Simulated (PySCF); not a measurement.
# Bond curve of SeI

Set-up: Se def2-TZVPP, I def2-TZVPP with ECP28; scalar-relativistic core potentials (PySCF 2.14). Energies in eV from Se + I in their ground configurations at the same level. State: ²Π (doublet), unpaired electrons π ↑.

All columns are BLYP. A positive dipole means Se(−)I(+).

| R (Å) | E (eV) | μ (D) | Mulliken charge on Se (basis-dependent) | HOMO (eV) | LUMO (eV) | Mayer bond order | ⟨S²⟩ |
| --- | --- | --- | --- | --- | --- | --- | --- |
| 2.109 | -0.768 | 1.11 | -0.22 | -4.67 | -4.67 | 1.66 | 0.75 |
| 2.207 | -1.601 | 1.06 | -0.19 | -4.83 | -4.83 | 1.61 | 0.75 |
| 2.305 | -2.078 | 0.96 | -0.16 | -4.98 | -4.97 | 1.56 | 0.75 |
| 2.378 | -2.271 | 0.88 | -0.13 | -5.09 | -5.08 | 1.52 | 0.75 |
| 2.452 | -2.361 | 0.78 | -0.11 | -5.19 | -5.17 | 1.48 | 0.75 |
| 2.526 | -2.374 | 0.68 | -0.09 | -5.28 | -5.27 | 1.45 | 0.75 |
| 2.624 | -2.307 | 0.54 | -0.06 | -5.40 | -5.38 | 1.40 | 0.75 |
| 2.746 | -2.136 | 0.35 | -0.04 | -5.53 | -5.50 | 1.35 | 0.75 |
| 2.893 | -1.860 | 0.13 | -0.02 | -5.67 | -5.63 | 1.30 | 0.75 |
| 3.090 | -1.453 | -0.16 | 0.01 | -5.82 | -5.78 | 1.24 | 0.76 |

A fit through these points gives, at Re = 2.503 Å, μ = 0.71 D and dμ/dR = -1.42 D/Å; the reduced mass is 49.04 u.

**Question.** How strong is the fundamental in the double-harmonic approximation, I = 42.26·(dμ/dR)²/μred km/mol?

**Answer.** I = 42.26·(-1.42)²/49.04 = 1.74 km/mol at BLYP.

These are scalar-relativistic numbers at best; spin–orbit coupling would shift them, the dissociation energy most. The state is the lowest determinant that a PBE0 search found; another state may lie lower at other levels.
